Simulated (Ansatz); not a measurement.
`[SiH3]B(Cl)Cl` + `CC(C)C` → `CC(C)CB(Cl)Cl` + SiH₄  (formal exchange of groups at a B–Si bond)

Calculated with Ansatz (gas phase, PBE0-D4/def2-TZVP geometries, no zero-point term in ΔE). CCSD(T)/CBS is the MP2 limit (def2-TZVPP, def2-QZVPP) plus CCSD(T) − MP2 in def2-TZVPP, frozen cores. This one scheme is used for every species. DFT in def2-TZVPP. B3LYP here is the variant with VWN-RPA as its local correlation; programs differ in this. HSE06 is defined as in plane-wave codes. Each species was taken in one conformer, which may not be the lowest.

| level | ΔE (kJ/mol) | difference from CCSD(T)/CBS |
| --- | --- | --- |
| r2SCAN-D4 | -23.8 | 2.1 |
| B97M-V | -26.9 | -1.0 |
| B3LYP-D4 | -23.7 | 2.2 |
| HSE06-D4 | -21.3 | 4.6 |
| BHLYP-D4 | -27.3 | -1.4 |
| B2PLYP | -23.2 | 2.7 |
| PBE-QIDH | -26.1 | -0.2 |
| BLYP | -12.4 | 13.5 |
| B3LYP | -17.3 | 8.6 |
| r2SCANh | -22.7 | 3.2 |
| MP2/def2-SVP | -39.1 | -13.2 |
| HF/def2-TZVPP | -25.2 | 0.7 |
| MP2/def2-TZVPP | -33.6 | -7.7 |
| MP2/def2-QZVPP | -32.5 | -6.6 |
| SCS-MP2/def2-QZVPP | -29.7 | -3.8 |
| CCSD/CBS(def2) | -25.6 | 0.3 |
| CCSD(T)/CBS | -25.9 | 0 |

Largest T1 diagnostic among the species: 0.013.

Leaving LDA and LC-ωPBE aside and taking each functional with its dispersion term where it has one, the values, not all of them listed here, spread over 13.6 kJ/mol, from ωB97M-V to PBE-D4. LDA lies −12.5 kJ/mol from PBE without D4. From BLYP to BHLYP (50 % exact exchange), in def2-TZVPP and without D4, ΔE moves by −11.0 kJ/mol. At CCSD(T), def2-SVP lies −7.4 kJ/mol from the extrapolated value and def2-TZVPP −1.9 kJ/mol.
